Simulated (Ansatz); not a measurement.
C7H10, SMILES `C/C=C1\C=CCC1`, one more setting.

```yaml
crystal:
  periodic: [false, false, false]
  atoms:
    - {symbol: C, position_ang: [1.901527, -1.885505, -0.513707]}
    - {symbol: C, position_ang: [0.646194, -1.507879, 0.189322]}
    - {symbol: C, position_ang: [0.051372, -0.248064, 0.101395]}
    - {symbol: C, position_ang: [0.515632, 0.923625, -0.388935]}
    - {symbol: C, position_ang: [-0.189955, 1.850923, -0.185570]}
    - {symbol: C, position_ang: [-1.660225, 1.671193, 0.379568]}
    - {symbol: C, position_ang: [-1.416529, -0.093770, 0.529464]}
    - {symbol: H, position_ang: [1.819610, -2.477705, -1.403840]}
    - {symbol: H, position_ang: [2.491889, -0.980480, -0.980638]}
    - {symbol: H, position_ang: [2.509201, -2.232924, 0.251830]}
    - {symbol: H, position_ang: [-0.147752, -2.365067, 0.508089]}
    - {symbol: H, position_ang: [1.575176, 1.152932, -0.800016]}
    - {symbol: H, position_ang: [-0.160960, 2.963216, -0.737644]}
    - {symbol: H, position_ang: [-2.506448, 1.492506, -0.349125]}
    - {symbol: H, position_ang: [-1.958691, 2.103074, 1.128707]}
    - {symbol: H, position_ang: [-1.310050, -0.009453, 1.767653]}
    - {symbol: H, position_ang: [-2.086224, -0.609213, 0.278209]}
basis:
  gaussian: {orbitals: def2-SVP}
total_charge: -1
magnetization: {spin_polarized: true, initial_magnetization: 1}
hamiltonian: {xc: {name: HF}}
correlation: {method: mp2}
```

```sh
$ ansatz run in.yaml --threads 2 --pin off --events-out ev --progress --plain --max-ram 32768MiB --backend cpu
```

It prints (some lines left out):

```
Functional definition: HF
1537 factors; integrals over basis functions are off by at most 1.3e-3 eV
mean field evaluation 1: about -7352.3942 eV, gradient 2.3e1 eV
mean field evaluation 2: about -7352.4056 eV, gradient 2.3e1 eV
mean field evaluation 4: about -7356.1259 eV, gradient 3.4e0 eV
mean field evaluation 8: about -7356.2455 eV, gradient 1.6e-1 eV
mean field -7356.24618692 eV, -270.3370611266 hartree, gradient 2.9e-6 eV, S^2 0.816977; 0 other end points of the search recorded, 0 dependent functions left out
7 core orbitals not correlated: weight in the atoms' cores, before any rotation towards them, 1.000 or more for the frozen orbitals, at most 0.000 for the correlated occupied ones
reference -7356.24618692 eV, -270.3370611266 hartree; 20, 19 occupied and 121, 122 virtual orbitals, 1537 factors
second order -26.26912056 eV of doubles, -0.00000000 eV of singles
Total energy: -7382.51530748 eV, -271.3024335014 hartree
```

It took 5 s on 2 threads of an AMD EPYC 7R13 on a shared host, with 0.44 GiB of host memory at the peak.
